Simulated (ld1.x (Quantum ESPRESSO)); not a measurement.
# Which change was made? (Cl, TM)

- Element: chlorine (Cl)
- Generator: ld1.x (Quantum ESPRESSO) 7.5
- Type: norm-conserving Troullier–Martins (Kleinman–Bylander form)
- Functional: PBE
- Relativity: scalar-relativistic
- Frozen core: [Ne]
- Valence charge: 7
- Reference configuration: 3s1.5 3p5.5
- Partial waves: 3s (bound): rc 1.10 bohr; 3p (bound): rc 1.10 bohr
- Local potential: the p channel
- Core correction: none

Cutoffs, loose and tight: the cutoffs (Ry, on a coarse ladder) from which the occupation-weighted sum of valence levels, in a spherical-Bessel basis at the reference potential, stays within 10 and 1 mRy of its value at 400 Ry. They do not see the model core or the augmentation charge, which bear on the density cutoff. Test errors are all-electron minus pseudo excitation energies from the reference, over the configurations 3s2 3p5; 3s2 3p4; 3s2 3p3; 3s2 3p4.5; 3s2 3p1; 3s1 3p5; 3s1 3p6; variants that change the core or the reference have their own tests.

The base gives: outcome: generated; cutoff, loose: 90 Ry; cutoff, tight: 180 Ry; bound ghosts: none; largest test error (meV): +181.

Task: After one change the result is: outcome: generated; cutoff, loose: over 300 Ry; cutoff, tight: over 300 Ry; bound ghosts: s; largest test error (meV): +1238. Which change was it?
A. reference 3s2 3p3
B. type ultrasoft; waves now 3s (bound): rcut 0.95, rcutus 1.10 bohr; 3s channel at 1.35 Ry: rcut 0.95, rcutus 1.10 bohr; 3p (bound): rcut 0.95, rcutus 1.10 bohr; 3p channel at 0.75 Ry: rcut 0.95, rcutus 1.10 bohr; local potential all-electron potential smoothed inside 0.95 bohr (lloc = -1); augmentation PSQ, inside the norm-conserving radii
C. functional LDA (PZ)
D. all radii scaled by about 0.76 (s 0.84, p 0.84 bohr)

Result: D. The others give: functional LDA (PZ) → outcome: generated; cutoff, loose: 90 Ry; cutoff, tight: 180 Ry; bound ghosts: none; largest test error (meV): +306 | reference 3s2 3p3 → outcome: generated; cutoff, loose: 90 Ry; cutoff, tight: 160 Ry; bound ghosts: none; largest test error (meV): +86 | type ultrasoft; waves now 3s (bound): rcut 0.95, rcutus 1.10 bohr; 3s channel at 1.35 Ry: rcut 0.95, rcutus 1.10 bohr; 3p (bound): rcut 0.95, rcutus 1.10 bohr; 3p channel at 0.75 Ry: rcut 0.95, rcutus 1.10 bohr; local potential all-electron potential smoothed inside 0.95 bohr (lloc = -1); augmentation PSQ, inside the norm-conserving radii → outcome: generated; cutoff, loose: 40 Ry; cutoff, tight: 70 Ry; bound ghosts: s; largest test error (meV): +9.3.
